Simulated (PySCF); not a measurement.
C2H8ClNSi, SMILES N(C)([SiH2]Cl)C.

Geometry optimised at ωB97X-D3(BJ)/def2-SVP. Other conformers were not sampled.

Vertical ionisation energy (IE) and electron affinity (EA) in eV. Rows of orbital energies are one-electron estimates. Where ΔSCF, EOM or ADC give a negative EA the extra electron is unbound and the value depends on the basis.

| level | IE | EA |
|---|---|---|
| −ε(HOMO), −ε(LUMO), ωB97X/def2-TZVP (PySCF) | ___ | ___ |
| −ε(HOMO), −ε(LUMO), PBE/def2-TZVP (PySCF) | 5.54 | 0.18 |

Problem. What belongs in the gaps? (The exact figures need the calculation; the answer reports its results.)

Solution. 
- −ε(HOMO), −ε(LUMO), ωB97X/def2-TZVP (PySCF), IE: 9.21
- −ε(HOMO), −ε(LUMO), ωB97X/def2-TZVP (PySCF), EA: -2.63
